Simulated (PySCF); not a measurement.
C₆H₁₁NO₂Si.
Numbering: `[N:1]#[C:2][CH2:3][C@@H:4]1[O:5][CH2:6][CH2:7][SiH2:8][CH2:9][O:10]1`

Probes without a nucleus sit at each ring's centroid and 1 Å off its mean plane on both sides; NICS is minus the shielding there, NICSzz its component along the normal. Level: GIAO PBE0/pcSseg-1 (PySCF, non-relativistic, gas phase) on the GFN2-xTB geometry, one conformer.

Ring bond lengths (Å), with Mayer bond orders in brackets: C4–O5 1.406 (0.90), O5–C6 1.421 (0.87), C6–C7 1.525 (1.02), C7–Si8 1.912 (0.88), Si8–C9 1.920 (0.89), C9–O10 1.424 (0.87), O10–C4 1.386 (0.99).

Question: Give the NICS values of each ring in ppm.

Answer: 
```csv
ring,type,NICS(0),"NICS(1), two faces","NICS(1)zz, two faces",rms pucker (Å),"centre to ring atoms, mean (Å)"
C4–O5–C6–C7–Si8–C9–O10,7-membered ring with 2 O and Si; formal bonds all single,-4.7,-5.9 / -2.0,-1.5 / 1.3,0.37,1.65
```

Question: What can be read from them?

Answer: 
- C4–O5–C6–C7–Si8–C9–O10: mean NICS(1)zz -0.1 ppm, near zero. C4, C6, C7, Si8, C9 have four or more neighbours; no verdict on aromaticity is drawn.

Question: Give the inner angles of the rings and the Hirshfeld charges of the ring atoms.

Answer: 
- C4–O5–C6–C7–Si8–C9–O10: C4 110.5° (+0.118 e), O5 117.0° (-0.122 e), C6 109.9° (+0.005 e), C7 105.9° (-0.169 e), Si8 108.1° (+0.321 e), C9 114.9° (-0.088 e), O10 113.6° (-0.140 e); sum 780.0° against 900° for a flat convex ring.
